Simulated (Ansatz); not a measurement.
The cluster InF₃, relaxed as a singlet with RKS r2SCAN-D4/def2-TZVP in Ansatz, starting from the GFN2-xTB geometry. Force threshold 0.02 eV/Å.

In the def2 sets In takes a core potential; there is no spin–orbit coupling. The structure comes from a short search, and lower isomers may exist.

Start:

```xyz
4

In    0.425    0.447   -1.291
F    -0.303   -0.343    0.839
F    -1.299   -1.364   -0.391
F     1.177    1.259    0.843
```

```csv
step,energy (eV),largest force component (eV/Å),SCF passes
1,-13322.7715,1.677,73
2,-13323.1563,0.794,26
3,-13323.3457,0.647,41
4,-13323.4478,1.426,29
5,-13323.5607,0.728,22
6 (rejected),-13323.4510,1.771,41
7,-13323.6309,0.699,29
8,-13323.7115,0.589,29
9,-13323.7586,0.104,29
10,-13323.7632,0.306,22
11,-13323.7652,0.250,22
12,-13323.7671,0.189,22
13,-13323.7682,0.015,23
```

Force components are those of the run's own axes.

End:

```xyz
4

In    0.9230    0.9864   -1.3562
F    -0.4730   -0.5035    0.4506
F    -1.4628   -1.5570    0.2347
F     1.0128    1.0741    0.6708
```

Bonds lost: In1–F2, In1–F3 (atoms count from 1). The end holds 2 separate pieces.

No frequencies were taken in this run, so the end may be a saddle point.

It took 16 s on 4 threads of Arm Neoverse V1 on a shared host.
